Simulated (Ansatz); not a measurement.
trans-PdCl2(PF3)2 (P2PdCl2F6). Total charge 0; singlet. Geometry r2SCAN-D4/def2-SVP.

Cartesian coordinates in Å:
```
Pd 0.000 0.002 -0.002
Cl 2.226 -0.497 -0.378
P 0.805 1.295 1.644
F 1.802 2.440 1.232
F 1.640 0.581 2.770
F -0.188 2.124 2.541
Cl -2.225 0.500 0.375
P -0.805 -1.295 -1.644
F -1.796 -2.443 -1.227
F 0.188 -2.121 -2.544
F -1.647 -0.586 -2.768
```

In the def2 sets Pd takes a core potential; there is no spin–orbit coupling.

Task: Estimate the orbital energies around the gap (eV) in Ansatz with PBE-D4/def2-SVP, PBE-D4/def2-TZVP, PBE0-D4/def2-SVP, PBE0-D4/def2-TZVP, r2SCAN0-D4/def2-TZVP.

Result: 
| orbital | PBE-D4/def2-SVP | PBE-D4/def2-TZVP | PBE0-D4/def2-SVP | PBE0-D4/def2-TZVP | r2SCAN0-D4/def2-TZVP |
| --- | --- | --- | --- | --- | --- |
| HOMO−13 | -11.44 | -11.71 | -13.52 | -13.59 | -13.99 |
| HOMO−12 | -11.06 | -11.33 | -13.42 | -13.56 | -13.99 |
| HOMO−11 | -11.06 | -11.33 | -13.42 | -13.56 | -13.94 |
| HOMO−10 | -10.44 | -10.63 | -12.04 | -12.13 | -12.39 |
| HOMO−9 | -9.75 | -9.91 | -11.70 | -11.77 | -12.06 |
| HOMO−8 | -9.59 | -9.76 | -11.29 | -11.33 | -11.60 |
| HOMO−7 | -8.88 | -9.06 | -10.85 | -10.93 | -11.21 |
| HOMO−6 | -8.75 | -8.93 | -10.65 | -10.72 | -11.00 |
| HOMO−5 | -8.30 | -8.49 | -9.54 | -9.66 | -9.88 |
| HOMO−4 | -7.39 | -7.64 | -9.17 | -9.24 | -9.49 |
| HOMO−3 | -7.38 | -7.55 | -8.90 | -9.07 | -9.31 |
| HOMO−2 | -7.08 | -7.31 | -8.56 | -8.71 | -8.94 |
| HOMO−1 | -6.66 | -6.89 | -8.23 | -8.37 | -8.61 |
| HOMO | -6.28 | -6.54 | -7.88 | -8.05 | -8.27 |
| LUMO | -4.25 | -4.43 | -3.58 | -3.67 | -3.67 |
| LUMO+1 | -2.71 | -3.08 | -2.07 | -2.34 | -2.29 |
| LUMO+2 | -1.74 | -2.09 | -0.92 | -1.16 | -1.02 |
| LUMO+3 | -0.97 | -1.31 | -0.10 | -0.35 | -0.21 |
| LUMO+4 | -0.72 | -1.01 | 0.17 | -0.02 | 0.16 |
| LUMO+5 | 0.21 | -0.07 | 1.00 | 0.90 | 1.17 |
